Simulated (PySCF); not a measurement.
**Electron correlation in F³⁺ (fluorine, charge +3)**

[He] 2s2 2p2, high-spin 3P determinant. Calculation: PySCF 2.14, in dyall-av3z (15s9p3d2f, 71 functions); no relativity, point nucleus. Frozen: 1s2; 4 electrons correlated; the 14 highest virtual orbitals of each spin left out.

```csv
level,correlation energy (mhartree)
CCSD,-105.31
(T),-1.21
CCSD(T),-106.52
```

Diagnostics: T1 = 0.0039, D1 = 0.0078, largest double amplitude 0.122.

Cost of the coupled-cluster step: about 3 core-seconds, for 4 correlated electrons.

Iterations:

```
CC2 = 0
CCSD nocc = (np.int64(3), np.int64(1)), nmo = (56, 56)
frozen orbitals [[0, 57, 58, 59, 60, 61, 62, 63, 64, 65, 66, 67, 68, 69, 70], [0, 57, 58, 59, 60, 61, 62, 63, 64, 65, 66, 67, 68, 69, 70]]
max_cycle = 100
direct = 0
conv_tol = 1e-08
conv_tol_normt = 1e-06
diis_space = 8
diis_start_cycle = 0
Init t2, MP2 energy = -0.083335478815344
Init E_corr(UCCSD) = -0.0833354788153578
cycle = 1  E_corr(UCCSD) = -0.0976562316277588  dE = -0.0143207528  norm(t1,t2) = 0.033786
cycle = 2  E_corr(UCCSD) = -0.101998582632335  dE = -0.004342351  norm(t1,t2) = 0.0153023
cycle = 3  E_corr(UCCSD) = -0.105374595505295  dE = -0.00337601287  norm(t1,t2) = 0.00750907
cycle = 4  E_corr(UCCSD) = -0.105296071727559  dE = 7.85237777e-05  norm(t1,t2) = 0.000607395
cycle = 5  E_corr(UCCSD) = -0.105307360813183  dE = -1.12890856e-05  norm(t1,t2) = 5.93523e-05
cycle = 6  E_corr(UCCSD) = -0.105304973866834  dE = 2.38694635e-06  norm(t1,t2) = 8.98453e-06
cycle = 7  E_corr(UCCSD) = -0.105305701904071  dE = -7.28037237e-07  norm(t1,t2) = 1.68782e-06
cycle = 8  E_corr(UCCSD) = -0.105305563380026  dE = 1.38524044e-07  norm(t1,t2) = 3.24844e-07
cycle = 9  E_corr(UCCSD) = -0.105305565476146  dE = -2.09611981e-09  norm(t1,t2) = 2.96211e-08
UCCSD converged
E(UCCSD) = -95.43105132546511  E_corr = -0.1053055654761463
UCCSD(T) correction = -0.00120585157205082
```
